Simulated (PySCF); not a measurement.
B(H)(Me)(OSiH3) (CH7BOSi), SMILES O(BC)[SiH3]. Heavy atoms are numbered as in [BH:1]([CH3:3])[O:7][SiH3:8]. Hydrogens are named by the atom that carries them.

Geometry optimised at B3LYP-D3(BJ)/def2-SVP. The structure was generated by enumeration, and PubChem lists no compound with its InChIKey, so it may never have been made. Other conformers were not sampled.

Computed with HF/pcSseg-1 (PySCF).

GIAO shieldings, no solvent; atoms alike by connectivity are averaged. δ = σ(ref) − σ: ¹¹B against BF3 (σ = 102.7 ppm); ¹H against TMS (σ = 31.99 ppm); ¹³C against TMS (σ = 192.6 ppm); ¹⁷O against H2O (σ = 333.0 ppm); ²⁹Si against TMS (σ = 393.8 ppm), references at their B3LYP-D3(BJ)/def2-TZVP geometries, non-relativistic.

Computed chemical shifts:
```csv
nucleus,atoms,count,δ (ppm)
¹¹B,B1 (BH),1,38.8
¹H,H on B1,1,5.25
¹H,H on Si8,3,4.84
¹H,H on C3,3,0.94
¹³C,C3 (CH3),1,11.9
¹⁷O,O7,1,141.8
²⁹Si,Si8 (SiH3),1,-33.1
```
